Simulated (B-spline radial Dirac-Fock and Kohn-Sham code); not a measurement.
## Scattering functions of Mo¹⁰⁺

System: Mo¹⁰⁺, configuration [Ar] 3d10 4s2 4p2.

Input file task.json (cfg lists n, l and occupation; rrms is the nuclear radius in fm):

```json
{"items": [{
  "Z": 42,
  "q": 10,
  "cfg": [[1, 0, 2], [2, 0, 2], [2, 1, 6], [3, 0, 2], [3, 1, 6], [3, 2, 10], [4, 0, 2], [4, 1, 2]],
  "A": 98,
  "rrms": 4.4091,
  "do": ["scatter"],
  "s": [0.0, 0.05, 0.1, 0.15, 0.2, 0.25, 0.3, 0.35, 0.4, 0.45, 0.5, 0.6, 0.7, 0.8, 0.9, 1.0, 1.1, 1.2, 1.4, 1.6, 1.8, 2.0, 2.5, 3.0, 3.5, 4.0, 5.0, 6.0],
  "pz": [0, 0.1, 0.2, 0.3, 0.4, 0.5, 0.6, 0.8, 1.0, 1.2, 1.4, 1.6, 1.8, 2.0, 2.5, 3.0, 4.0, 5.0, 7.0, 10.0, 15.0, 20.0, 30.0, 40.0, 60.0, 100.0],
  "hv_scatter": [1000, 5000, 8047.8, 20000, 30000, 50000, 200000, 1000000]
}]}
```

Launch: `python xray_run.py task.json out`

Model: configuration-average Dirac-Fock orbitals. Program: a radial B-spline solver. f₀ is the Fourier transform of the spherical electron density, S the Waller-Hartree incoherent function, and s = sin θ/λ.

| s (Å⁻¹) | f₀ | S |
| --- | --- | --- |
| 0 | 32.000 | 0.000 |
| 0.05 | 31.840 | 0.182 |
| 0.1 | 31.372 | 0.701 |
| 0.15 | 30.629 | 1.490 |
| 0.2 | 29.660 | 2.457 |
| 0.25 | 28.524 | 3.512 |
| 0.3 | 27.281 | 4.582 |
| 0.35 | 25.986 | 5.621 |
| 0.4 | 24.684 | 6.607 |
| 0.45 | 23.408 | 7.539 |
| 0.5 | 22.179 | 8.423 |
| 0.6 | 19.900 | 10.082 |
| 0.7 | 17.857 | 11.630 |
| 0.8 | 16.016 | 13.079 |
| 0.9 | 14.349 | 14.426 |
| 1 | 12.845 | 15.671 |
| 1.1 | 11.506 | 16.820 |
| 1.2 | 10.337 | 17.882 |
| 1.4 | 8.499 | 19.764 |
| 1.6 | 7.240 | 21.348 |
| 1.8 | 6.400 | 22.667 |
| 2 | 5.820 | 23.764 |
| 2.5 | 4.827 | 25.828 |
| 3 | 3.981 | 27.277 |
| 3.5 | 3.208 | 28.322 |
| 4 | 2.573 | 29.069 |
| 5 | 1.762 | 29.995 |
| 6 | 1.372 | 30.528 |

f₀ starts at the number of electrons, 32, and has fallen to half at s ≈ 0.80 Å⁻¹. The sum of ⟨r²⟩ over the electrons is 8.735 bohr².

Values without a named source are computed, but for edge energies of neutral atoms, which are taken from tables.
